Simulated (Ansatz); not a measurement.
```yaml
crystal:
  periodic: [false, false, false]
  atoms:
    - {symbol: C, position_ang: [-0.454344, 1.028403, -0.359002]}
    - {symbol: O, position_ang: [-0.706708, -0.229593, 0.217415]}
    - {symbol: Ge, position_ang: [0.497966, -1.533975, 0.076783]}
    - {symbol: H, position_ang: [-0.603067, 1.012597, -1.445035]}
    - {symbol: H, position_ang: [0.563866, 1.384028, -0.153966]}
    - {symbol: H, position_ang: [-1.159227, 1.744141, 0.071076]}
    - {symbol: H, position_ang: [1.892337, -0.909599, 0.381806]}
    - {symbol: H, position_ang: [0.061376, -2.553202, 1.155024]}
basis:
  gaussian: {orbitals: cc-pVTZ-DK}
total_charge: -1
magnetization: {spin_polarized: true, initial_magnetization: 4}
hamiltonian: {xc: {name: r2SCAN50}}
```

```sh
$ ansatz run in.yaml --threads 4 --pin off --events-out ev --progress --plain --max-ram 10444MiB
```

It prints (some lines left out):

```
Functional definition: r2SCAN50
1131 factors; their error is unknown
mean field evaluation 1: about -60260.5462 eV, gradient 2.9e1 eV
mean field evaluation 2: about -60252.2126 eV, gradient 5.4e1 eV
mean field evaluation 4: about -60264.9770 eV, gradient 4.4e0 eV
mean field evaluation 8: about -60265.1988 eV, gradient 3.5e-1 eV
mean field evaluation 16: about -60265.7731 eV, gradient 3.3e-2 eV
mean field evaluation 32: about -60265.7732 eV, gradient 6.2e-5 eV
mean field -60265.77317433 eV, -2214.7263145485 hartree, gradient 3.9e-5 eV, S^2 6.013667; 6 other end points of the search recorded, 0 dependent functions left out
reference -60265.77318260 eV, -2214.7263148522 hartree; 28, 24 occupied and 145, 149 virtual orbitals, 1131 factors
Total energy: -60265.77318260 eV, -2214.7263148522 hartree
Relativity: scalar
```

In this input the spin is set far too high for this molecule. Self-consistency was reached. The result belongs to that input, not to the molecule as meant.
